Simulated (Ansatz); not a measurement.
Ga3Sb2⁺, relaxed as a singlet with RKS r2SCAN-D4/def2-SVP in Ansatz, starting from the GFN2-xTB geometry. Force threshold 0.02 eV/Å.

In the def2 sets Sb takes a core potential; there is no spin–orbit coupling. The restricted singlet is unstable towards broken spin symmetry in Hartree–Fock (as tested in another run); at r2SCAN-D4/def2-SVP this wasn't settled. Another isomer (singlet) lies 0.53 eV lower at PBE0-D4/def2-TZVP; other spin states weren't run for this one.

Start:

Cartesian coordinates in Å:
```
Ga 0.920 -0.818 1.080
Ga -1.458 -0.659 -0.377
Ga 0.710 1.973 -0.943
Sb -1.084 0.949 1.890
Sb 0.912 -1.445 -1.649
```

Q: Estimate the energy that the relaxation releases and the steps that it takes.

A: 0.57 eV, in 9 steps; 42 s on 4 threads of Arm Neoverse V1 on a shared host. No frequencies were taken in this run, so the end may be a saddle point.

Q: Does the start keep its bonding and symmetry?

A: Bonds formed: Ga3–Sb4, Ga3–Sb5 (atoms count from 1). Point group C2v at the start, C2v at the end, both within 0.05 Å; within 0.015 Å the end is Cs.

Q: Predict the relaxed structure.

A: 
```xyz
5

Ga    0.867   -0.843    1.062
Ga   -1.415   -0.685   -0.334
Ga    0.544    1.516   -0.722
Sb   -0.916    1.108    1.622
Sb    0.920   -1.096   -1.627
```
Bond lengths (bridged metal pairs left out): 6 × Ga–Sb 2.70 to 2.79 Å.
